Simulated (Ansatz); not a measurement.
A search over several starts for the lowest SCF solution of C₂H₆Zn⁺, that is ZnMe2 with one electron fewer at the given spin, in a small basis.

```yaml
crystal:
  periodic: [false, false, false]
  atoms:
    - {symbol: Zn, position_ang: [0.000640, 0.001455, -0.000003]}
    - {symbol: C, position_ang: [-0.003370, -0.014165, 1.934698]}
    - {symbol: H, position_ang: [-0.436270, 0.905263, 2.339403]}
    - {symbol: H, position_ang: [1.010954, -0.105236, 2.333990]}
    - {symbol: H, position_ang: [-0.587745, -0.853236, 2.323611]}
    - {symbol: C, position_ang: [0.003610, 0.014710, -1.934707]}
    - {symbol: H, position_ang: [-1.015005, 0.017513, -2.333579]}
    - {symbol: H, position_ang: [0.513197, -0.865681, -2.337135]}
    - {symbol: H, position_ang: [0.513999, 0.899388, -2.326278]}
basis:
  gaussian: {orbitals: def2-SVP}
total_charge: 1
magnetization: {spin_polarized: true, initial_magnetization: 1}
hamiltonian: {xc: pbe0, dispersion: d4}
output: {orbitals: {seedname: orbitals}}
```

```sh
$ ansatz run in.yaml --threads 4 --pin off --events-out ev --progress --plain --max-ram 3916MiB
```

Output, abridged:

```
Functional definition: PBE0
905 factors; integrals over basis functions are off by at most 1.1e-3 eV
mean field evaluation 1: about -50540.0065 eV, gradient 7.4e1 eV
mean field evaluation 2: about -50525.6814 eV, gradient 9.5e1 eV
mean field evaluation 4: about -50564.0609 eV, gradient 5.3e0 eV
mean field evaluation 8: about -50564.3237 eV, gradient 2.2e-1 eV
mean field evaluation 16: about -50564.3241 eV, gradient 7.8e-5 eV
mean field -50564.32412761 eV, -1858.2046379598 hartree, gradient 8.1e-5 eV, S^2 0.766538; 0 other end points of the search recorded, 0 dependent functions left out
reference -50564.32416197 eV, -1858.2046392223 hartree; 24, 23 occupied and 65, 66 virtual orbitals, 905 factors
Total energy: -50564.39991928 eV, -1858.2074232523 hartree
```

Run time 1.5 s (4 threads of Arm Neoverse V1 on a shared host).
